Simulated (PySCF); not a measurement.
Compound: Ge(CCH)H3, C2H4Ge.
Structure used (PBE0-D3(BJ)/def2-SVP), in Å, numbered top down from 1:
```xyz
7
C2H4Ge angstrom
Ge     0.0037    0.0090   -1.1035
C     -0.0028   -0.0013    0.7974
C     -0.0073   -0.0160    2.0132
H     -0.0103   -0.0259    3.0888
H      1.4588    0.0167   -1.5934
H     -0.7255    1.2676   -1.5952
H     -0.7166   -1.2500   -1.6072
```

The calculation used TDDFT CAM-B3LYP/def2-SVPD, vertical, gas phase, core orbitals frozen in the response in PySCF. Relativistic effects, spin–orbit coupling among them, are left out although an element past zinc is present.

Transition dipole moments from the ground state, in atomic units and in the frame of the coordinates above (overall signs are arbitrary), for the states with f of 0.002 or more among the lowest 15:

```csv
state,E (hartree),μx,μy,μz
S6,0.3028,0.234,0.059,0.004
S7,0.3028,-0.059,0.234,0.009
S8,0.3155,-0.452,-0.270,-0.049
S9,0.3155,0.271,-0.451,-0.067
S10,0.3166,-0.009,-0.038,1.718
S12,0.3362,0.108,-0.068,0.000
S13,0.3363,-0.085,-0.123,-0.004
S14,0.3430,-0.692,0.515,0.001
S15,0.3431,0.520,0.696,0.006
```

**Question.** What oscillator strength does each state have?

**Answer.** f = (2/3) ΔE |μ|² with ΔE in hartree (27.2114 eV).

```
state  |μ|² (au)  |μ| (D)      f
   S6      0.058     0.61  0.012
   S7      0.058     0.61  0.012
   S8      0.279     1.34  0.059
   S9      0.281     1.35  0.059
  S10      2.955     4.37  0.624
  S12      0.016     0.32  0.004
  S13      0.022     0.38  0.005
  S14      0.744     2.19  0.170
  S15      0.754     2.21  0.173
```

**Question.** How is the summed strength of these states shared among x, y and z?

**Answer.** (2/3) Σ ΔE μα² gives 0.246 for x, 0.246 for y and 0.625 for z, 1.116 in all.

**Question.** What peak molar absorption coefficient would the strongest computed level give as a lone Gaussian band 0.4 eV wide at half height?

**Answer.** ε(max) = 2.175×10⁸ f / FWHM, with the width in cm⁻¹. S10: 2.175×10⁸ × 0.6237 / 3226 ≈ 42000 L mol⁻¹ cm⁻¹.

S6/S7, S8/S9, S12/S13 and S14/S15 coincide within about 0.01 eV; within a degenerate level the directions of the single components are arbitrary.
